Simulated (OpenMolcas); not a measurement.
**Ti2+: effect of the metal basis**

Ti2+ with its 6 nearest fluoride ions at 2.027 Å, on the Zn site of KZnF3 (a = 4.054 Å, distance in the model lattice 2.027 Å). The rest of the host is ab initio model potentials to 7.6 Å and point charges beyond; the distance is set by hand and nothing relaxes.

```json
{"Program": "OpenMolcas", "Method": "SS-CASPT2, IPEA 0.25 Eh, imaginary shift 0.1 Eh (closed shells correlated: 3s 3p and the ligand valence shells)", "Spin-orbit coupling": "RASSI with atomic mean-field integrals over the reference wave functions"}
```

Fixed: ligand basis ANO-RCC-VDZP, active space 2 electrons in 5 orbitals (3d), DKH2 Hamiltonian.

States (labels of O, the rotations of Oh). Energies in cm-1 above the lowest state or level, χT in cm3 K/mol; under a threefold ground state the first gap can be a small split of the lowest multiplet, not the spin-orbit step; 10Dq and B are least-squares fits to the states below 45000 cm-1, weighted by degeneracy, with a free offset, and given where the rms deviation is under 5 % of |10Dq| (or 100 cm-1) and under 700 cm-1.

```csv
Run,Metal basis,Ground state,First state of that spin,10Dq,B (rms of fit),First gap with spin-orbit (degeneracies),χT at 300 K,First state of another spin,Cost
A,ANO-RCC-VDZP,3T1,3T2 15840,17565,684 (257),"2 (2, 3)",1.077,1T2 9610,roughly 70 core-seconds
B,ANO-RCC-VTZP,3T1,3T2 15400,17156,683 (275),"2 (2, 3)",1.078,1T2 9130,roughly 2.3 core-minutes
```

Against A, |10Dq| changes by -2.3 % in B.

Costs are those of the CASPT2 steps.

Roots that are degenerate in the reference are averaged as groups; the widest CASPT2 spread within a group is 56 cm-1 (the 3-fold group of multiplicity 1 near 30000 cm-1 above the lowest state of its run, A). Shifts and gaps below about the spread of the groups concerned are not significant. Over all roots computed the reference weight is 0.74 to 0.75 in A, 0.74 to 0.75 in B; a low but even weight reflects the number of correlated electrons. An orbital triplet at a regular site is open to Jahn-Teller coupling, which can distort the site and quench the lowest spin-orbit gaps and is left out. Ligand-to-metal charge-transfer states are missing. With no ligand orbital active B as a rule stays too high, so bands that hang on it stand too high and its fall with covalency is understated. With one d shell and no ligand orbital active, 10Dq can be off by tens of per cent for divalent 3d ions, low with halides held by bare charges and at times high in hosts. Free-ion shares, where given, are those of the reference states; single-state CASPT2 does not remix them. The distance lies 4 % under the 2.12 Å that this model takes as the normal distance (a Shannon-type radius plus a fixed donor radius, weighted with the host); by an R⁻⁵ law this alone changes a d-shell field by about +25 %. No measured value stands beside these numbers; the geometry was set by hand and not optimised.
